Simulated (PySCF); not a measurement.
Compound: C₆H₈N₂.
Cartesian coordinates in Å at the PBE0-D3(BJ)/def2-TZVP level; atoms count from 1:
```
atom  x, y, z in Å
C1     2.413    0.336   -0.197
N2     1.330   -0.577   -0.430
C3     0.034   -0.286   -0.129
C4    -0.965   -1.263   -0.235
C5    -2.270   -0.926    0.055
N6    -2.671    0.287    0.437
C7    -1.718    1.206    0.536
C8    -0.376    0.988    0.276
H9     2.283    1.253   -0.779
H10    3.343   -0.129   -0.520
H11    2.514    0.614    0.860
H12    1.558   -1.549   -0.530
H13   -0.718   -2.272   -0.545
H14   -3.046   -1.682   -0.026
H15   -2.041    2.196    0.851
H16    0.332    1.799    0.391
```

Computed with PySCF at wB97X-D/pcSseg-2, non-relativistic, on one gas-phase PBE0-D3(BJ)/def2-TZVP geometry that isn't relaxed in the solvent. The solvent is an IEF-PCM continuum (cavity from Bondi-type radii × 1.2). The model holds no explicit solvent molecules, cavitation or dispersion.

Gas phase at wB97X-D/pcSseg-2: HOMO -8.08 eV, LUMO 1.54 eV, dipole 4.52 D.

**Question.** What does the continuum do to the energy, the frontier levels and the dipole at wB97X-D/pcSseg-2 in chloroform?

**Answer.** 
```csv
solvent,ε,E(solvent) − E(gas) (kJ/mol),polarisation term (kJ/mol),distortion of the solute (kJ/mol),HOMO (eV),LUMO (eV),dipole (D)
chloroform,4.711,-24.72,-29.05,4.33,-8.02,1.48,5.77
```

The polarisation term is half the interaction of the solute with the surface charges that it induces; the rest is the cost of distorting the solute's density. The sum is the electrostatic part of solvation alone.

**Question.** Which radius a makes the point-dipole formula ΔE = −[(ε − 1)/(2ε + 1)]·μ²/a³ give the value in chloroform, with the gas-phase dipole?

**Answer.** μ = 1.779 au and |ΔE| = 0.00942 Eh give a = 2.61 Å; the farthest nucleus lies 3.48 Å from the centroid of the nuclei, so such a sphere wouldn't even hold the nuclei. The formula assumes a rigid point dipole at the centre of a sphere.

**Question.** Give the dipole vector in the frame of the coordinates (D, pointing from negative to positive charge), gas and chloroform.

**Answer.** Gas (4.37, -1.03, -0.56), solvent (5.56, -1.34, -0.74). Its length changes by +28 % and its direction by less than 1°.

Note: wB97X-D ran without an empirical dispersion term, which enters the total energy and its gradient alone.
